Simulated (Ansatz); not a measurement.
A made-up structure of SnNH2Te (charge +1), closed shell:

```xyz
5
angstrom
N -0.3980 -0.5714 -0.0598
Sn 0.8542 0.9342 -1.0600
Te 0.7003 -1.6728 1.0362
H -1.4000 -0.7649 -0.0627
H -0.3237 0.4363 0.0799
```

It is relaxed with PBE-D4/def2-SVP and then PBE0-D4/def2-TZVP (Ansatz 0.2.0). Atoms count as bonded within 1.22 times the sum of their covalent radii (H–H: 0.88 Å). The end point is not checked to be a true minimum.

Does its bonding change? (A judgement: the text doesn't fix the answer.)

The calculation gives: Yes. Formed: none; broken: Sn2–H5.

Where it ends: The first stage lowers the energy by 3.85 eV in 9 steps. It ends as SnNH₂Te ([NH2]1[Sn][Te]1), total charge +1:
| atom | x (Å) | y (Å) | z (Å) |
| --- | --- | --- | --- |
| N1 | -0.5654 | -0.2308 | 0.0300 |
| Sn2 | 1.2405 | 0.3767 | -1.2170 |
| Te3 | 1.0269 | -1.4095 | 0.7813 |
| H4 | -1.3142 | -0.7800 | -0.3791 |
| H5 | -0.9548 | 0.4050 | 0.7184 |

Labels in which every atom is bracketed show which atoms are joined, not bond orders.

For scale, one of the runs: PBE0-D4/def2-TZVP relaxation, 143 basis functions, launched by `ansatz run in.yaml --threads 2 --pin off --events-out ev --progress --plain --max-ram 4352MiB`. Hardware: 2 CPU threads of an Arm Neoverse V2, shared host. Wall time about 32 s.
